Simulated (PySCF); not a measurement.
C2H5AlCl2O.

```xyz
11

Al    -0.1058     0.4641     0.1592
Cl     1.2010     0.9441    -1.3984
Cl    -1.4986     1.8656     0.8073
O     -0.0593    -1.0338     0.9125
C      0.5733    -2.2713     0.7427
C      0.2007    -2.9246    -0.5720
H      1.6713    -2.1531     0.8042
H      0.2774    -2.9209     1.5844
H      0.5317    -2.3077    -1.4231
H      0.6738    -3.9138    -0.6688
H     -0.8899    -3.0576    -0.6416
```
Charge 0, spin multiplicity 1.

Coordinates come from a PBE0-D3(BJ)/def2-SVP optimisation. One conformer was computed; it need not be the lowest.

The numbers are results of KT2/pcSseg-1 (PySCF), not measurements. Non-relativistic, no solvent.

Computed absolute GIAO shielding of each atom: isotropic value and principal components (ppm):
| atom | σ(iso) | σ11 | σ22 | σ33 | span |
|---|---|---|---|---|---|
| Al1 | 448.2 | 388.4 | 465.9 | 490.2 | 101.8 |
| Cl2 | 923.3 | 839.2 | 872.2 | 1058.4 | 219.2 |
| Cl3 | 951.7 | 875.8 | 886.9 | 1092.5 | 216.7 |
| O4 | 229.8 | 162.5 | 255.2 | 271.9 | 109.4 |
| C5 | 117.8 | 86.8 | 101.8 | 164.9 | 78.1 |
| C6 | 159.2 | 135.4 | 160.0 | 182.2 | 46.7 |
| H7 | 26.9 | 22.3 | 26.2 | 32.1 | 9.8 |
| H8 | 27.2 | 21.8 | 26.7 | 33.0 | 11.3 |
| H9 | 29.9 | 25.7 | 30.5 | 33.5 | 7.8 |
| H10 | 30.0 | 26.3 | 26.7 | 37.0 | 10.7 |
| H11 | 29.9 | 27.1 | 28.0 | 34.6 | 7.5 |
